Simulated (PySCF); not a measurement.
Species: C6H4N2.
Cartesian coordinates in Å at the GFN2-xTB level; atoms count from 1:
```
atom  x, y, z in Å
N1     3.381    0.874   -0.079
C2     2.282    0.550   -0.053
C3     0.928    0.146   -0.022
C4    -0.106    1.084   -0.004
C5    -1.410    0.623    0.025
C6    -1.628   -0.748    0.036
N7    -0.651   -1.641    0.018
C8     0.593   -1.213   -0.010
H9     0.118    2.140   -0.012
H10   -2.240    1.312    0.039
H11   -2.629   -1.155    0.059
H12    1.363   -1.973   -0.024
```

Computed with TDDFT CAM-B3LYP/def2-SVPD, vertical, gas phase, core orbitals frozen in the response (PySCF 2.14.0, density-fitted response routines).

Transition dipole moments from the ground state, in atomic units and in the frame of the coordinates above (overall signs are arbitrary), for the states with f of 0.002 or more among the lowest 7:

```csv
state,E (eV),μx,μy,μz
S2,5.116,-0.004,0.000,-0.163
S3,5.441,0.718,0.177,-0.016
S4,5.909,-0.991,-0.535,0.023
S6,6.973,1.066,-1.060,-0.018
S7,7.248,-1.147,-0.902,0.028
```

Q: What oscillator strength does each state have?

A: f = (2/3) ΔE |μ|² with ΔE in hartree (27.2114 eV).

| state | \|μ\|² (au) | \|μ\| (D) | f |
| --- | --- | --- | --- |
| S2 | 0.027 | 0.41 | 0.003 |
| S3 | 0.547 | 1.88 | 0.073 |
| S4 | 1.269 | 2.86 | 0.184 |
| S6 | 2.259 | 3.82 | 0.386 |
| S7 | 2.130 | 3.71 | 0.378 |

Q: The point group is Cs. Which irreducible representation does each state belong to?

A: From a totally symmetric ground state, an allowed state transforms like the component of the dipole operator along its μ. Polarised normal to the mirror plane, so A″: S2. Polarised in the mirror plane, so A′: S3, S4, S6 and S7.

Q: Which bond between heavy atoms lies closest to the direction of the S6 transition dipole?

A: C6–N7 and C3–C4, at 2° from it; next C5–C6 at 54°.

Q: What angle do the transition dipoles of S3 and S7 make?

A: |cos θ| = |μa·μb| / (|μa| |μb|) = 0.91, so θ ≈ 24° (taken between 0 and 90°, since the signs are arbitrary).
